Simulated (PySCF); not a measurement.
Zn(F)(OSiH3) (FH3OSiZn), SMILES [F][Zn][O][SiH3].

The structure is a stationary point at r2SCAN-D4/def2-SVP. The structure was generated by enumeration; whether it is a known compound was not checked. The values are those of a single conformer.

The numbers are results of TDDFT-PBE/def2-SVPD (PySCF), not measurements.

Vertical excitations. Gas-phase values at a fixed geometry. State labels are in the subgroup Cs.

Computed lowest excited states:
| state | symmetry | energy (eV) | λ (nm) | f | main pairs |
|---|---|---|---|---|---|
| S1 | A" | 4.63 | 268 | 0.004 | HOMO→LUMO 100 % |
| S2 | A' | 4.90 | 253 | 0.017 | HOMO−1→LUMO 99 % |
| S3 | A' | 6.16 | 201 | 0.003 | HOMO−2→LUMO 100 % |
| S4 | A" | 6.17 | 201 | 0.003 | HOMO−3→LUMO 99 % |
| S5 | A" | 6.35 | 195 | 0.002 | HOMO→LUMO+1 100 % |
| S6 | A' | 6.51 | 191 | 0.015 | HOMO→LUMO+2 77 %, HOMO−1→LUMO+1 22 % |
| S7 | A" | 6.66 | 186 | 0.002 | HOMO−1→LUMO+2 88 % |
| S8 | A' | 6.69 | 185 | 0.025 | HOMO−1→LUMO+1 57 %, HOMO−5→LUMO 26 %, HOMO→LUMO+2 15 % |
| S9 | A" | 6.72 | 185 | 0.026 | HOMO−4→LUMO 87 % |
| S10 | A' | 6.84 | 181 | 0.013 | HOMO−5→LUMO 73 %, HOMO−1→LUMO+1 18 % |
| T1 | A" | 4.41 | 281 | 0 | HOMO→LUMO 100 % |
| T2 | A' | 4.60 | 269 | 0 | HOMO−1→LUMO 99 % |
| T3 | A' | 5.89 | 211 | 0 | HOMO−2→LUMO 99 % |
| T4 | A" | 5.91 | 210 | 0 | HOMO−3→LUMO 99 % |
Triplets are in the Tamm–Dancoff approximation, which puts them higher than full response would, so one can lie above its singlet here.
